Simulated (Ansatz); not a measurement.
A nudged elastic band was laid between two geometries of CH$_{6}$BOS (10 atoms, charge 1, multiplicity 1).

These are results of RKS r2SCAN-D4/def2-SVP in Ansatz, not measurements.

- movable images: 7
- climbing image: yes
- spring: 5.0 eV/Å²
- optimiser: quadratic models (default)
- start path: IDPP
- force threshold: 0.05 eV/Å
- iteration limit: 60
- end points: relaxed

Initial state:

```xyz
10
Properties=species:S:1:pos:R:3
B -0.932 1.913 0.506
O -0.237 0.955 -0.242
S 0.703 -0.172 0.519
C 0.301 -1.635 -0.431
H -1.566 2.651 -0.189
H -0.839 1.912 1.702
H 1.885 0.136 -0.095
H -0.694 -1.967 -0.100
H 1.056 -2.395 -0.167
H 0.323 -1.396 -1.503
```

Final state:

```xyz
10
Properties=species:S:1:pos:R:3
B -0.935 1.911 0.507
O -0.244 0.952 -0.242
S 0.707 -0.168 0.515
C 0.304 -1.636 -0.428
H -0.827 1.918 1.702
H -1.582 2.641 -0.185
H 1.882 0.144 -0.110
H -0.690 -1.966 -0.096
H 1.058 -2.395 -0.162
H 0.327 -1.401 -1.501
```

(1) Which bonds break or form, and what moves?

(2) What energy profile does the band end with?

(3) What is the geometry of the highest image?

(4) What are the harmonic wavenumbers there?

Answers

(1) No bond is made or broken. The dihedral H5–B1–O2–S3 goes from -180 to 0°. The two ends are copies of one structure, up to a mirror image or an exchange of like atoms.

(2) It converged. The highest image is number 4 of 0 to 8, 0.53 eV above the ends, which have the same energy within 2 meV. A vibrational analysis at the climbing image gives one clearly imaginary mode, 374i cm⁻¹: a first-order saddle point. Limits of this set-up: the dipole of an ion depends on the origin.

| image | path coordinate (Å) | energy (eV) | dihedral H5–B1–O2–S3 (°) |
| --- | --- | --- | --- |
| 0 | 0.00 | 0.00 | -180 |
| 1 | 0.62 | 0.01 | 178 |
| 2 | 1.23 | 0.08 | 164 |
| 3 | 1.85 | 0.31 | 139 |
| 4 | 2.46 | 0.53 | 93 |
| 5 | 3.17 | 0.26 | 35 |
| 6 | 3.89 | 0.05 | 10 |
| 7 | 4.60 | 0.01 | 3 |
| 8 | 5.31 | 0.00 | 0 |

(3) 
```xyz
10
Properties=species:S:1:pos:R:3
B -1.129 1.912 0.427
O -0.376 0.825 -0.123
S 0.893 -0.015 0.316
C 0.472 -1.670 -0.220
H -0.799 3.006 0.069
H -2.039 1.615 1.146
H 1.760 0.287 -0.705
H -0.291 -2.049 0.474
H 1.396 -2.266 -0.126
H 0.113 -1.645 -1.258
```

(4) 374i, 73, 148, 222, 283, 673, 751, 793, 942, 978, 1002, 1054, 1099, 1200, 1239, 1319, 1406, 1426, 2520, 2634, 2791, 3044, 3176, 3208 cm⁻¹.

Run time: 3.8 min on 2 threads of Arm Neoverse V1, on a shared host, peak memory 0.14 GiB.
